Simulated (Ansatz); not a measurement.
Ga₁₂N₁₂ (started as a model of: (GaN)12 cage of four- and six-membered rings). Charge 0, multiplicity 1. Geometry PBE-D4/def2-SVP; atoms count from 1.

```xyz
24

Ga    2.040   -1.252    1.528
Ga   -0.094   -0.435    2.804
Ga   -0.582   -2.679    0.741
Ga    1.490   -1.950   -1.429
Ga    2.619    0.377   -1.030
Ga    1.592    1.803    1.509
Ga    0.582    2.679   -0.741
Ga   -1.490    1.950    1.428
Ga   -2.619   -0.377    1.030
Ga   -1.592   -1.803   -1.509
Ga    0.094    0.435   -2.804
Ga   -2.040    1.252   -1.528
N     1.678    0.311    2.607
N     0.472   -2.175    2.180
N    -0.061   -2.912   -1.106
N     2.809   -1.336   -0.156
N     1.731   -0.401   -2.560
N     2.341    2.039   -0.257
N     0.061    2.912    1.106
N    -1.730    0.401    2.560
N    -2.341   -2.039    0.257
N    -2.810    1.336    0.156
N    -0.472    2.175   -2.180
N    -1.678   -0.311   -2.606
```

Single mean-field runs in def2-TZVP are fitted with def2-universal-jkfit.

Question: Estimate the Mulliken populations from the PBE0/def2-TZVP orbitals of Ansatz.

Answer: 
```
atom  charge (e)
 Ga1        0.41
 Ga2        0.41
 Ga3        0.41
 Ga4        0.41
 Ga5        0.41
 Ga6        0.41
 Ga7        0.41
 Ga8        0.41
 Ga9        0.41
Ga10        0.41
Ga11        0.41
Ga12        0.41
 N13       -0.41
 N14       -0.41
 N15       -0.41
 N16       -0.41
 N17       -0.41
 N18       -0.41
 N19       -0.41
 N20       -0.41
 N21       -0.41
 N22       -0.41
 N23       -0.41
 N24       -0.41
```
Mulliken values depend strongly on the basis.

Question: And the Mayer bond orders between heavy atoms (over 0.3)?

Answer: Ga1–N13 0.92 (1.93 Å); Ga1–N14 0.92 (1.93 Å); Ga1–N16 1.15 (1.85 Å); Ga2–N13 0.92 (1.93 Å); Ga2–N14 0.92 (1.93 Å); Ga2–N20 1.15 (1.85 Å); Ga3–N14 1.15 (1.85 Å); Ga3–N15 0.92 (1.93 Å); Ga3–N21 0.92 (1.93 Å); Ga4–N15 1.15 (1.85 Å); Ga4–N16 0.92 (1.93 Å); Ga4–N17 0.92 (1.93 Å); Ga5–N16 0.92 (1.93 Å); Ga5–N17 0.92 (1.93 Å); Ga5–N18 1.15 (1.85 Å); Ga6–N13 1.15 (1.85 Å); Ga6–N18 0.92 (1.93 Å); Ga6–N19 0.92 (1.93 Å); Ga7–N18 0.92 (1.93 Å); Ga7–N19 0.92 (1.93 Å); Ga7–N23 1.15 (1.85 Å); Ga8–N19 1.15 (1.85 Å); Ga8–N20 0.92 (1.93 Å); Ga8–N22 0.92 (1.93 Å); Ga9–N20 0.92 (1.93 Å); Ga9–N21 1.15 (1.85 Å); Ga9–N22 0.92 (1.93 Å); Ga10–N15 0.92 (1.93 Å); Ga10–N21 0.92 (1.93 Å); Ga10–N24 1.15 (1.85 Å); Ga11–N17 1.15 (1.85 Å); Ga11–N23 0.92 (1.93 Å); Ga11–N24 0.92 (1.93 Å); Ga12–N22 1.15 (1.85 Å); Ga12–N23 0.92 (1.93 Å); Ga12–N24 0.92 (1.93 Å).
